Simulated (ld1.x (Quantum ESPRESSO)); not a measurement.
vanadium (V): variants of one TM potential

Base potential:

```json
{"Element": "vanadium", "Generator": "ld1.x (Quantum ESPRESSO) 7.5", "Type": "norm-conserving Troullier–Martins (Kleinman–Bylander form)", "Functional": "PBE", "Relativity": "scalar-relativistic", "Frozen core": "[Ne]", "Valence charge": "13", "Reference configuration": "3s2 3p6 3d3 4s1.75 4p0.25", "Partial waves": "3s (bound): rc 1.65 bohr; 3p (bound): rc 1.30 bohr; 3d (bound): rc 1.10 bohr", "Local potential": "all-electron potential smoothed inside 1.10 bohr (lloc = -2)", "Core correction": "none"}
```

Occupied shells without a wave of their own: 4p, 4s. They enter only through the test configuration that unscreens the potential.

Cutoffs, loose and tight: the cutoffs (Ry, on a coarse ladder) from which the occupation-weighted sum of valence levels, in a spherical-Bessel basis at the reference potential, stays within 10 and 1 mRy of its value at 400 Ry. They do not see the model core or the augmentation charge, which bear on the density cutoff. Test errors are all-electron minus pseudo excitation energies from the reference, over the configurations 3s2 3p6 3d3 4s2 4p0; 3s2 3p6 3d3 4s1 4p0; 3s2 3p6 3d3 4s0 4p0; 3s2 3p6 3d1 4s0 4p0; 3s2 3p6 3d4 4s0 4p0; 3s2 3p6 3d3 4s1.5 4p0; 3s2 3p6 3d2 4s0 4p0. A dash means not determined; rows that change the core or the reference have their own tests.

On the changes marked as counting shells twice: ld1.x takes every shell without a wave as core, so the model core holds the marked electrons as well and exchange and correlation see them twice. This cancels in the reference configuration, but the file is broken for other ones, and its errors say nothing about a proper core correction.

```tsv
change	outcome	cutoff, loose	cutoff, tight	bound ghosts	largest test error (meV)
base	generated, misses its reference levels by 0.27 eV	140 Ry	160 Ry	none	-1817
type ultrasoft; waves now 3s (bound): rcut 1.45, rcutus 1.65 bohr; 4s (bound): rcut 1.45, rcutus 1.65 bohr; 3p (bound): rc 1.30 bohr; 4p (bound): rc 1.30 bohr; 3d (bound): rcut 0.95, rcutus 1.10 bohr; 3d channel at 0.7 Ry: rcut 0.95, rcutus 1.10 bohr; local potential all-electron potential smoothed inside 1.05 bohr (lloc = -1); augmentation PSQ, inside the norm-conserving radii	failed: compute_q_3bess: problem with the q_i coefficients	–	–	–	–
core [Ar], valence charge 5; reference 3d3 4s2 4p0; waves now 4p (bound): rc 3.70 bohr; 3d (bound): rc 1.45 bohr; 4s (bound): rc 2.20 bohr; local potential the s channel; core correction a·sin(br)/r model core, default radius (core density twice the valence density)	failed: run_pseudo: Errors in PS-KS equation	–	–	–	–
wave 3d (bound): rc 1.10 bohr becomes 3d (bound): rc 1.36 bohr	generated, misses its reference levels by 0.27 eV	100 Ry	120 Ry	none	-1759
core correction a·sin(br)/r model core inside 0.58 bohr (4p, 4s counted twice)	generated, misses its reference levels by 0.27 eV	140 Ry	160 Ry	none	-2867
all radii scaled by about 1.14 (s 1.88, p 1.48, d 1.24 bohr); local potential all-electron potential smoothed inside 1.24 bohr (lloc = -2)	generated	120 Ry	140 Ry	none	-1005
```

**Question.** What comes out with this change to the base: wave 3s (bound): rc 1.65 bohr becomes 3s (bound): rc 2.26 bohr?

**Answer.** outcome: generated, misses its reference levels by 0.55 eV; cutoff, loose: 140 Ry; cutoff, tight: 160 Ry; bound ghosts: none; largest test error (meV): -3634.

**Question.** What comes out with this change to the base: reference 3s2 3p6 3d3.5 4s1.5 4p0?

**Answer.** outcome: generated, misses its reference levels by 0.23 eV; cutoff, loose: 140 Ry; cutoff, tight: 160 Ry; bound ghosts: none; largest test error (meV): -1080.
